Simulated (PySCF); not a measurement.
**C₆ coefficients of unlike pairs at UHF**

Calculated with PySCF 2.14 from the dipole response of each species, C₆(A,B) = (3/π) ∫ α_A(iu) α_B(iu) du, in atomic units, from isotropic polarisabilities. For ions this is the dispersion term alone; charge-induced terms of lower order in 1/R come first.

| species | configuration | basis | relativity | α (bohr³) | C₆ (like pair) |
| --- | --- | --- | --- | --- | --- |
| Ga³⁺ | [Ar] 3d10 (1S) | aug-cc-pVTZ-PP with ECP10MDF (6s5p4d2f) | core potential | 0.8410 | 0.8549 |
| N³⁺ | [He] 2s2 (1S) | aug-cc-pCVTZ-DK with one added diffuse shell each of s, p, d, f type (8s7p5d3f) | spin-free X2C | 2.226 | 2.243 |
| Sc³⁺ | [Ar] (1S) | aug-cc-pVTZ (8s7p5d3f2g) | none | 2.120 | 5.404 |
| Pb | [Xe] 4f14 5d10 6s2 6p2 (3P) | aug-cc-pVTZ-DK3 (9s8p6d3f) | spin-free X2C | 62.44 | 727.6 |

(1) Estimate C₆ for Sc³⁺ with Ga³⁺.

No spin-orbit coupling is included, so Pb, close to jj coupling, stand for model states.

The other pairs:

```tsv
pair	C₆
N³⁺, Ga³⁺	1.256
Pb, Sc³⁺	47.52
Sc³⁺, N³⁺	3.177
Pb, N³⁺	37.93
Pb, Ga³⁺	18.79
```

Results:

(1) The integral gives 2.148. The combination rule 2 C_A C_B / (C_A α_B/α_A + C_B α_A/α_B) gives 2.149 and the geometric mean 2.149.
